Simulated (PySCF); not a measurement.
Solvent effects on NMR parameters

Bonds (- single, = double, # triple, : aromatic): O1=C2, C2-C3, C3-C4, C4-C5, C5-C6, C6-F7, C6-O8, O8-C2. C3 carries H9, H10; C4 carries H11, H12; C5 carries H13, H14; C6 carries H15. Stereochemistry as in O=C1CCC[C@@H](F)O1. H10, H11, H14 are cis to F7 on the ring; H9, H12, H13 are trans to F7 on the ring.

GIAO PBE0/pcSseg-1 in PySCF 2.14 on one PBE0-D3(BJ)/def2-SVP conformer, non-relativistic, equivalent nuclei averaged. Solvents enter as an IEF-PCM continuum (cyclohexane with ε = 2.0, dimethylsulfoxide with ε = 46.8) around the gas-phase geometry. Shifts are referred to TMS, CFCl3 computed in the same medium.

In cyclohexane, δ in ppm: C2 174.1, C6 108.6, C3 31.1, C5 28.2, C4 17.2, F7 -123.6, H15 5.95, H10 2.58, H9 2.23, H14 1.95, H11 1.94, H13 1.91, H12 1.65. Dipole moment 4.95 D.

**Question.** How does each δ change in the more polar medium?

**Answer.** 
| atoms | environment | Δδ, dimethylsulfoxide |
| --- | --- | --- |
| C2 | ester carbonyl carbon | +4.6 |
| C6 | sp3 CH bonded to F and O | +1.4 |
| C3 | sp3 CH2 α to a carbonyl | +1.3 |
| C5 | sp3 CH2 in a ring | +0.5 |
| C4 | sp3 CH2 in a ring | +0.2 |
| F7 | fluorine on an sp3 carbon | -1.8 |
| H15 | hydrogen on an sp3 CH bonded to F and O | +0.15 |
| H10 | hydrogen on an sp3 CH2 α to a carbonyl | +0.08 |
| H9 | hydrogen on an sp3 CH2 α to a carbonyl | +0.08 |
| H14 | hydrogen on an sp3 CH2 in a ring | +0.11 |
| H11 | hydrogen on an sp3 CH2 in a ring | +0.12 |
| H13 | hydrogen on an sp3 CH2 in a ring | +0.18 |
| H12 | hydrogen on an sp3 CH2 in a ring | +0.07 |

Changes are relative to cyclohexane. The dipole moment becomes 5.65 D in dimethylsulfoxide.

**Question.** Which nuclei move most (in ppm), and what does the model miss?

**Answer.** C2 (ester carbonyl carbon, +4.6 ppm) in dimethylsulfoxide. A continuum only polarises the solute; specific hydrogen bonds, the anisotropy of aromatic solvents and changes of geometry or conformer are outside it.
